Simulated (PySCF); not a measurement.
A run for PySCF: D3(BJ) and D4 dispersion corrections on C2H6O (SMILES COC).

```python
from pyscf import gto
from pyscf.dispersion import dftd3, dftd4

mol = gto.M(
    atom='''
    C     0.70413593    0.76513287    4.14546770
    O    -0.65422372    0.48529384    3.88559690
    C    -0.96568467   -0.88204668    4.04156606
    H     1.36418799    0.21960856    3.45917535
    H     0.97566339    0.50091282    5.17568127
    H     0.85021757    1.83424850    4.00080564
    H    -0.38490424   -1.50677875    3.35113933
    H    -2.02490484   -1.00241527    3.82060509
    H    -0.77113459   -1.22082978    5.06735452
    ''',
    basis='def2-svp',
    charge=0, spin=0, verbose=0, max_memory=1800)
d3, d4 = {}, {}
for xc in ['hf', 'pbe', 'blyp', 'revpbe', 'tpss', 'r2scan', 'b3lyp', 'pbe0', 'bhlyp', 'camb3lyp', 'b2plyp']:
    d3[xc] = float(dftd3.DFTD3Dispersion(mol, xc=xc, version='d3bj', atm=False).get_dispersion()['energy'])
    print(f'D3(BJ) {xc:10s} {d3[xc]:14.8f} Eh')
for xc in ['hf', 'pbe', 'blyp', 'revpbe', 'tpss', 'r2scan', 'b3lyp', 'pbe0', 'bhlyp', 'camb3lyp', 'b2plyp']:
    d4[xc] = float(dftd4.DFTD4Dispersion(mol, xc={'camb3lyp': 'cam-b3lyp'}.get(xc, xc), atm=True).get_dispersion()['energy'])
    print(f'D4     {xc:10s} {d4[xc]:14.8f} Eh')
```

Program output:

```
D3(BJ) hf            -0.03676141 Eh
D3(BJ) pbe           -0.00412893 Eh
D3(BJ) blyp          -0.00840103 Eh
D3(BJ) revpbe        -0.01120679 Eh
D3(BJ) tpss          -0.00500029 Eh
D3(BJ) r2scan        -0.00108377 Eh
D3(BJ) b3lyp         -0.00677448 Eh
D3(BJ) pbe0          -0.00336822 Eh
D3(BJ) bhlyp         -0.00500675 Eh
D3(BJ) camb3lyp      -0.00277848 Eh
D3(BJ) b2plyp        -0.00292970 Eh
D4     hf            -0.01555539 Eh
D4     pbe           -0.00367490 Eh
D4     blyp          -0.00850726 Eh
D4     revpbe        -0.01452774 Eh
D4     tpss          -0.00499310 Eh
D4     r2scan        -0.00090930 Eh
D4     b3lyp         -0.00584368 Eh
D4     pbe0          -0.00301596 Eh
D4     bhlyp         -0.00376544 Eh
D4     camb3lyp      -0.00294947 Eh
D4     b2plyp        -0.00254414 Eh
```

The run finished.

Cost: about 0.010 core-seconds (a rough figure).
